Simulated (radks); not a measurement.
N VI, 2 electrons, occupied as 1s1 2s1 (not the ground configuration). Calculated with a radial shooting solver on a logarithmic mesh with Libxc functionals: scalar-relativistic Kohn-Sham, BP86, spin-polarised, spherical densities, point nucleus; open shells are filled with parallel spins first.

Radial electron density D(r) = 4 pi r^2 rho(r):

r (bohr),D(r) (e/bohr)
0.01162,0.1747
0.01408,0.2477
0.01706,0.3485
0.02083,0.4926
0.02525,0.6791
0.03059,0.9240
0.03706,1.237
0.04491,1.624
0.05441,2.082
0.06593,2.593
0.07989,3.119
0.0968,3.594
0.1173,3.930
0.1421,4.032
0.1736,3.812
0.2103,3.280
0.2548,2.526
0.3088,1.739
0.3741,1.142
0.4533,0.8847
0.5493,0.9521
0.6656,1.156
0.8064,1.243
0.9771,1.069
1.193,0.6871
1.446,0.3276
1.752,0.1091
2.123,0.02404
2.572,0.003268
3.117,0.0002472

D(r) has 2 maxima, at r = 0.139, 0.787 bohr, and minima at 0.476 bohr, inside which lie 1.03 electrons.
